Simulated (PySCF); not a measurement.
## Zn³⁺ (zinc, charge +3) across methods

[Ar] 3d9, 2D determinant. All numbers are calculated (PySCF 2.14, scalar relativity through the core potential, in aug-cc-pVDZ-PP with ECP10MDF (5s5p4d2f, 54 functions)).

```json
{"method": "PBE0", "E (hartree)": "-224.5816", "mean ε 3p β (eV)": "-130.09", "mean ε 3d α (eV)": "-54.853", "mean ε 3d β (eV)": "-53.439", "Σ⟨r²⟩ (bohr²)": "12.18", "⟨S²⟩": "0.750"}
{"method": "LDA", "E (hartree)": "-224.1616", "mean ε 3p β (eV)": "-124.21", "mean ε 3d α (eV)": "-51.766", "mean ε 3d β (eV)": "-50.375", "Σ⟨r²⟩ (bohr²)": "12.34", "⟨S²⟩": "0.750"}
{"method": "PBEsol", "E (hartree)": "-224.3310", "mean ε 3p β (eV)": "-123.98", "mean ε 3d α (eV)": "-51.454", "mean ε 3d β (eV)": "-50.104", "Σ⟨r²⟩ (bohr²)": "12.29", "⟨S²⟩": "0.750"}
{"method": "UHF", "E (hartree)": "-223.68506", "mean ε 3p β (eV)": "-146.78", "mean ε 3d α (eV)": "-63.752", "mean ε 3d β (eV)": "-61.922", "Σ⟨r²⟩ (bohr²)": "12.01", "⟨S²⟩": "0.751"}
{"method": "r2SCAN", "E (hartree)": "-224.5124", "mean ε 3p β (eV)": "-127.26", "mean ε 3d α (eV)": "-51.842", "mean ε 3d β (eV)": "-50.429", "Σ⟨r²⟩ (bohr²)": "12.19", "⟨S²⟩": "0.751"}
{"method": "PBE", "E (hartree)": "-224.6019", "mean ε 3p β (eV)": "-124.14", "mean ε 3d α (eV)": "-51.529", "mean ε 3d β (eV)": "-50.239", "Σ⟨r²⟩ (bohr²)": "12.28", "⟨S²⟩": "0.750"}
{"method": "LC-wPBE", "E (hartree)": "-224.6551", "mean ε 3p β (eV)": "-130.13", "mean ε 3d α (eV)": "-57.100", "mean ε 3d β (eV)": "-55.784", "Σ⟨r²⟩ (bohr²)": "12.25", "⟨S²⟩": "0.750"}
{"method": "BHandHLYP", "E (hartree)": "-224.4929", "mean ε 3p β (eV)": "-136.05", "mean ε 3d α (eV)": "-58.155", "mean ε 3d β (eV)": "-56.680", "Σ⟨r²⟩ (bohr²)": "12.15", "⟨S²⟩": "0.751"}
```

Estimate the same row for wB97M-V.

E (hartree) = -224.4802; mean ε 3p β (eV) = -133.07; mean ε 3d α (eV) = -57.164; mean ε 3d β (eV) = -55.867; Σ⟨r²⟩ (bohr²) = 12.22; ⟨S²⟩ = 0.751.

Energies and moments cover only the electrons outside the core potential.
